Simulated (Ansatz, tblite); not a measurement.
Spin states of the cluster Sn₃⁺ (the lowest doublet isomer of a short search), each relaxed with B3LYP-D4/def2-SVP in Ansatz. Electronic energies in the gas phase.

In the def2 sets Sn takes a core potential; there is no spin–orbit coupling. The xTB rows come from tblite. HSE06 is defined as in plane-wave codes, on full-range PBE exchange. Correlated methods freeze 12 core orbitals; core or outer-core shells of Sn are correlated, in sets that lack core-valence functions. The structure comes from a short search, and lower isomers may exist.

Doublet geometry (C2v within 0.1 Å):

Cartesian coordinates in Å:
```
Sn -1.718 -1.034 0.417
Sn 0.591 0.405 1.174
Sn 1.126 0.629 -1.590
```

Quartet geometry (D3h within 0.1 Å):

```xyz
3

Sn    1.4544   -0.5281    0.8372
Sn   -0.7720   -1.0578   -1.1747
Sn   -0.6824    1.5860    0.3375
```

⟨S²⟩: doublet 0.75 at PBE0-D4/def2-TZVP (pure 0.75), quartet 3.75 at PBE0-D4/def2-TZVP (pure 3.75).

Run but left out: HF/STO-3G, HF/def2-SVP, HF/def2-TZVP, MP2/def2-SVP, MP2/def2-TZVP, CCSD/def2-SVP, CCSD(T)/def2-SVP (doublet: ⟨S²⟩ 1.67 to 1.95, where a pure state has 0.75).

Only these spin states were relaxed. The quartet has other bonds than the doublet, so the gap mixes isomer and spin.

```tsv
level	quartet − doublet (kJ/mol)	lowest of these	remarks
GFN1-xTB	45.6	doublet	–
GFN2-xTB	74.6	doublet	–
PBE-D4/def2-TZVP	-5.0	quartet	–
revPBE-D4/def2-TZVP	-8.9	quartet	–
BLYP-D4/def2-TZVP	8.0	doublet	–
r2SCAN-D4/def2-TZVP	-18.2	quartet	spin-contaminated (⟨S²⟩ 0.87) (doublet)
PBE0-D4/def2-TZVP	-17.1	quartet	–
HSE06-D4/def2-TZVP	-16.6	quartet	–
ωB97M-V/def2-TZVP	-14.8	quartet	–
B2PLYP/def2-TZVP	-3.8	quartet	spin-contaminated (⟨S²⟩ 0.88) (doublet)
RPA@PBE/def2-TZVP	-0.9	tie	–
```

Change of the quartet − doublet gap on mixing in exact exchange, in kJ/mol: PBE to PBE0 (25 % exact exchange) -12.1.

The xTB methods have no term that favours high spin, so they put low spin too low.
